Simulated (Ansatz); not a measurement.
Reaction (ligand exchange at the Si–O bond): `B/C=C/O[SiH3]` + `C=NCO` → `C=NCO[SiH3]` + `B/C=C/O`

Calculated with Ansatz (gas phase, PBE0-D4/def2-TZVP geometries, no zero-point term in ΔE). CCSD(T)/CBS is the MP2 limit (def2-TZVPP, def2-QZVPP) plus CCSD(T) − MP2 in def2-TZVPP, frozen cores. This one scheme is used for every species. Double bonds are as drawn, so ΔE can hold a change between cis and trans. Each species was taken in one conformer, which may not be the lowest.

```tsv
species	MP2/def2-TZVPP energy (Eh)
`B/C=C/O[SiH3]`	-469.15598
`C=NCO`	-208.78194
`C=NCO[SiH3]`	-499.04749
`B/C=C/O`	-178.89703
```

Problem. Work out ΔE.

Solution. ΔE = (-499.04749) + (-178.89703) − (-469.15598) − (-208.78194) = -0.00660 Eh = -0.18 eV. CCSD(T)/CBS gives -0.18 eV.

Largest T1 diagnostic among the species: 0.013.
